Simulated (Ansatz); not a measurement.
trans-CrF2(H2O)4 (CrO4F2H8). The state is a quintet with charge 0. Geometry B3LYP-D4/def2-SVP; atoms count from 1.

```xyz
15

Cr    0.001   -0.002    0.005
F    -1.062   -1.570    0.048
F     1.064    1.566   -0.039
O     0.483   -3.291   -1.001
H     0.189   -3.367   -1.920
H    -0.262   -2.798   -0.547
O    -0.484    3.293    0.992
H     0.262    2.797    0.544
H    -0.193    3.375    1.911
O     1.671   -1.139   -0.313
H     2.415   -0.741   -0.780
H     1.434   -2.050   -0.685
O    -1.669    1.136    0.318
H    -1.433    2.049    0.683
H    -2.416    0.742    0.786
```

In the quintet geometry the species has come apart into loosely held pieces. The name describes the triplet; other states may take another shape.

(1) Estimate the Mulliken populations from the PBE0/def2-TZVP orbitals of Ansatz.

(2) Where does the spin sit?

(3) And the Mayer bond orders between bonded heavy atoms (over 0.3)?

## Answers

(1) 
| atom | charge (e) | spin (α − β) | d electrons |
| --- | --- | --- | --- |
| Cr1 | 0.96 | 4.06 | 4.50 |
| F2 | -0.63 | 0.00 | – |
| F3 | -0.63 | 0.00 | – |
| O4 | -0.69 | 0.00 | – |
| H5 | 0.33 | 0.00 | – |
| H6 | 0.39 | 0.00 | – |
| O7 | -0.69 | 0.00 | – |
| H8 | 0.39 | 0.00 | – |
| H9 | 0.33 | 0.00 | – |
| O10 | -0.64 | -0.03 | – |
| H11 | 0.36 | 0.00 | – |
| H12 | 0.39 | 0.00 | – |
| O13 | -0.64 | -0.03 | – |
| H14 | 0.39 | 0.00 | – |
| H15 | 0.36 | 0.00 | – |
Mulliken values and Mayer orders depend strongly on the basis.

(2) Summed by element: Cr 4.06, F 0.00, O -0.06, H 0.01, of 4 unpaired in all. Largest on single atoms: Cr1 4.06, O10 -0.03, O13 -0.03.

(3) Cr1–F2 0.51 (1.89 Å); Cr1–F3 0.51 (1.90 Å); Cr1–O10 0.35 (2.05 Å); Cr1–O13 0.35 (2.04 Å).
